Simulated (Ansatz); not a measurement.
This geometry of F3HHfO + H2 (8 atoms, charge 0, multiplicity 1) is a first-order saddle point.

Method: RKS PBE0-D4/def2-SVP (Ansatz 0.2.0).

```xyz
8
Properties=species:S:1:pos:R:3
Hf 0.144 -0.164 -0.011
O -0.433 -0.495 2.015
H -0.984 -1.146 2.466
F 1.414 -0.768 -1.302
F -0.114 1.699 -0.305
F -1.345 -1.214 -0.587
H 1.621 -0.542 1.345
H 0.757 -0.638 1.956
```

(1) Which two structures does it join? (They come from a converged band through this point; their orientation in space is the band's.)

(2) How far does it lie above each of them?

Answers

(1) Bonds broken: H7–H8. Bonds formed: Hf1–H7, O2–H8. F3HHfO + H2 becomes F3H3HfO.

Image 0:

```xyz
8
Properties=species:S:1:pos:R:3
Hf -0.144 0.114 0.071
O -0.449 0.183 1.955
H -0.633 0.260 2.888
F 1.707 0.350 -0.361
F -1.079 1.574 -0.726
F -0.850 -1.484 -0.717
H 1.353 -2.290 0.902
H 1.154 -1.975 1.566
```

Image 6:

```xyz
8
Properties=species:S:1:pos:R:3
Hf 0.367 -0.215 -0.149
O -0.379 -0.457 2.049
H -1.059 -1.136 2.153
F 0.981 -0.289 -1.952
F 0.349 1.655 0.256
F -1.225 -1.308 -0.239
H 1.834 -1.036 0.632
H 0.192 -0.483 2.827
```

(2) 117.2 kJ/mol above the first and 47.4 kJ/mol above the second. This is the barrier of this one path; another mechanism may lie lower. The orbitals stay closed-shell, which can raise the energy where a bond breaks towards radicals; this wasn't checked here.

Run time: 6.7 min on 2 threads of Arm Neoverse V1, with other jobs on the host, peak memory 0.22 GiB.
